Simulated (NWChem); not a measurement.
BiF3; SMILES [F][Bi]([F])[F]

Computed with NWChem. Coordinates come from a PBE0/def2-SVP optimisation. No frequency run checked for a minimum. def2 effective core potentials on Bi; no spin-orbit coupling. Gas phase, vertical.

CAM-B3LYP/def2-SVPD, TDA puts singlet state 3 at 7.62 eV with oscillator strength 0.174.

### Question
Give the wavelength, the transition dipole and the radiative lifetime of that state in vacuum.

### Answer

1. λ = 1239.84/7.62 = 163 nm, or 61460 cm⁻¹.
2. f = (2/3) ΔE μ² in atomic units, so μ = √(1.5 f/ΔE) = 0.97 a.u. = 2.45 D.
3. τ = 1.499 s cm⁻² / (f ν²) = 2.3 ns, for a non-degenerate state that emits at the vertical energy; a higher state like this one mostly decays faster by other paths.
